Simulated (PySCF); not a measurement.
Species: C4H10Si.
Atom-mapped SMILES: `[CH2:1]1[CH2:2][CH2:3][SiH2:4][CH2:5]1` (hydrogens: H6, H7 on C1; H8, H9 on C2; H10, H11 on C3; H12, H13 on Si4; H14, H15 on C5)

Cartesian coordinates in Å at the PBE0-D3(BJ)/def2-SVP level; atoms count from 1:
```
atom  x, y, z in Å
C1    -0.817   -0.823   -0.174
C2    -0.997    0.643    0.231
C3     0.245    1.435   -0.213
Si4    1.671    0.213    0.079
C5     0.556   -1.308    0.320
H6    -1.639   -1.450    0.209
H7    -0.859   -0.896   -1.275
H8    -1.096    0.701    1.330
H9    -1.926    1.065   -0.185
H10    0.187    1.666   -1.290
H11    0.351    2.395    0.314
H12    2.598    0.104   -1.091
H13    2.498    0.528    1.287
H14    0.902   -2.214   -0.200
H15    0.513   -1.552    1.395
```

Computed, not measured: core-valence-separated Tamm–Dancoff BHandHLYP/aug-pcX-1 (pcseg-1 on H, def2-SVPD on Si) in PySCF, non-relativistic, gas phase, PBE0-D3(BJ)/def2-SVP geometry. BHandHLYP without relativity tends to put these K edges a few eV too low, so spacings mean more than positions.

The lowest roots of each edge with f over 0.003 (five at most, numbered afresh; weaker and dark ones are left out), with transition dipoles (au) in the frame of the coordinates:

```tsv
root	edge	E (eV)	f	μx	μy	μz
1	C	285.08	0.0120	-0.0033	0.0334	-0.0245
2	C	285.08	0.0077	-0.0330	-0.0037	-0.0007
3	C	285.49	0.0149	0.0039	-0.0335	-0.0315
4	C	285.50	0.0113	0.0400	0.0041	0.0002
5	C	285.58	0.0044	-0.0231	0.0006	0.0094
```

Molecules are fixed in this frame and the field points along z. What effective strengths 3 f cos²θ do the roots have (θ between field and μ)?

root 1 (C3/C5): 0.013, root 2 (C3/C5): 0.000, root 3 (C1/C2): 0.021, root 4 (C1/C2): 0.000, root 5 (C3/C5): 0.002. Root 3 is the strongest. Averaged over all orientations cos²θ is 1/3, which gives f back. For degenerate partners only the sum has meaning, as the program may mix them freely.

One conformer stands for the species.
